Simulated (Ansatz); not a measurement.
Reaction (isomerisation): `BC[SiH](C)F` → `CB[SiH](C)F`

Computed with Ansatz on PBE0-D4/def2-TZVP structures; ΔE is electronic, products minus reactants. CCSD(T)/CBS is the MP2 limit (def2-TZVPP, def2-QZVPP) plus CCSD(T) − MP2 in def2-TZVPP, frozen cores. Functionals use def2-TZVPP. One conformer a species, not always the lowest.

`BC[SiH](C)F`:

```xyz
13

B     1.363   -0.785    1.144
C     0.588   -1.212   -0.108
Si   -0.955   -0.162   -0.317
C    -0.573    1.643   -0.487
F    -1.674   -0.662   -1.663
H     1.105   -1.254    2.216
H     2.198    0.072    1.084
H     1.134   -1.056   -1.046
H     0.195   -2.234   -0.063
H    -1.910   -0.413    0.791
H     0.144    1.821   -1.292
H    -0.138    2.025    0.441
H    -1.478    2.217   -0.699
```

`CB[SiH](C)F`:

```xyz
13

C     0.086    2.053   -0.175
B    -0.749    0.831   -0.650
Si   -0.695   -0.917    0.348
C     0.966   -1.753    0.168
F    -1.827   -1.947   -0.163
H     0.491    2.650   -0.997
H     0.869    1.859    0.562
H    -0.654    2.710    0.313
H    -1.453    0.972   -1.612
H    -0.970   -0.688    1.799
H     0.984   -2.695    0.721
H     1.757   -1.111    0.564
H     1.194   -1.966   -0.879
```

CCSD(T)/CBS gives +48.1 kJ/mol.

Task: Another level gave +55.1 kJ/mol. Which?
A. MP2/def2-TZVPP
B. HF/def2-TZVPP
C. PBE/def2-TZVPP
D. PBE0-D4/def2-TZVPP

Result: A. MP2/def2-TZVPP 55.1, PBE0-D4 41.9, HF/def2-TZVPP 46.8, PBE 36.6 kJ/mol.

Largest T1 diagnostic among the species: 0.011.

From PBE to PBE0 (25 % exact exchange), in def2-TZVPP and without D4, ΔE moves by +4.0 kJ/mol.
